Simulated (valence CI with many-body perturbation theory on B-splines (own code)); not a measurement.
Energy levels of Cu8+

Computed by valence CI with perturbative core correlation (CI+MBPT): three valence electrons over a frozen Dirac-Fock core [Ar], a basis of 7 s, 7 p, 8 d, 6 f, 4 g, 1 h functions for each j, with the one-electron correlation potential Σ1 (screened to all orders), the two-electron term Σ2, the three-electron term Σ3, Breit, model QED; selected single and double excitations, second order for the rest, scaled by the run's own slope (own B-spline code, finite nucleus).

No measured levels were compared; by estimate terms of the open shell hold to 2 to 4 % of their energy, and close levels can change places; different configurations can be misplaced against each other by 1,000 to 8,000 cm⁻¹. The list stops below the first excitations out of the core. Only levels of the ground parity were solved; by the run's estimate the other parity begins above the list, which can be wrong where configurations are misplaced.

Levels 1 to 19 of 19, with energies above the lowest level, 3d³ ⁴F_3/2. "Leading %" is the weight of the configuration and term that name the level; weights of strongly mixed levels are sums over their largest components and can fall short, so below about 35 % the name and the second component can differ from the true leading terms, or belong to a minority configuration. Lifetimes count E1, E2, E3, M1 and M2 decay at the calculated energies, and are blank where another channel may lead or the interval is too uncertain; long ones can be off by a factor of two.

```csv
No.,Configuration,Term,J,E (cm⁻¹),Leading %,Second component,Lifetime
1,3d³,⁴F,3/2,0.0,99,,
2,3d³,⁴F,5/2,1241,100,,12.1 s
3,3d³,⁴F,7/2,2833,100,,5.72 s
4,3d³,⁴F,9/2,4679,99,,5.89 s
5,3d³,⁴P,1/2,26319,97,,6.77 s
6,3d³,⁴P,3/2,26590,93,6 % 3d³ ²P,3.93 s
7,3d³,²G,7/2,28329,100,,280 ms
8,3d³,⁴P,5/2,28393,99,,3.92 s
9,3d³,²G,9/2,29744,93,6 % 3d³ ²H,175 ms
10,3d³,²D,3/2,36380,49,45 % 3d³ ²P,100 ms
11,3d³,²P,1/2,37297,97,,366 ms
12,3d³,²H,9/2,39020,93,6 % 3d³ ²G,390 ms
13,3d³,²H,11/2,39854,100,,1.17 s
14,3d³,²D,5/2,40863,99,,108 ms
15,3d³,²D,3/2,41705,49,49 % 3d³ ²P,103 ms
16,3d³,²F,7/2,63368,100,,183 ms
17,3d³,²F,5/2,64177,99,,262 ms
18,3d³,²D,5/2,99018,99,,21.5 ms
19,3d³,²D,3/2,99740,100,,
```

Names give the largest LS component (configuration and term), which can be under half, so a name can repeat, a term be missing and a line seem to break the LS rules; names also repeat where a configuration has a term twice.

The ionisation energy to 3d² ³F2 of the next ion comes out as 198.36 eV (NIST: 198 ± 2.2 eV (theoretical)). All 19 levels together are meant to be complete up to 427530 cm⁻¹.
